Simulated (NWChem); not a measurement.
Species: C₃H₅FSi; SMILES C(#C)[Si@@H](F)C

```xyz
10

C      0.0612     2.5662    -0.1898
C     -0.0206     1.3732     0.0233
Si    -0.1029    -0.4198     0.3633
C      1.4066    -1.2944    -0.3061
F     -1.4286    -1.0077    -0.3561
H      0.1243     3.6155    -0.3787
H     -0.2593    -0.6251     1.8249
H      1.5087    -1.1350    -1.3851
H      2.3149    -0.9171     0.1788
H      1.3487    -2.3735    -0.1237
```
Atoms are numbered in this order, from 1.

Computed with NWChem. Pople sets run with spherical d functions. The geometry was optimised at B3LYP/6-31G* (spherical d). Level: B3LYP/6-31G* with SMD (1 M gas to 1 M solution), gas-phase geometry. Reactions with the solvent are ignored.

**Question.** Predict the results for solvent water. Quantities: solvation free energy (kcal/mol); cavity-dispersion-structure term (kcal/mol); dipole in solution (D).

**Answer.** 
```yaml
solvation free energy (kcal/mol): 1.0
cavity-dispersion-structure term (kcal/mol): 5.9
dipole in solution (D): 2.34
```
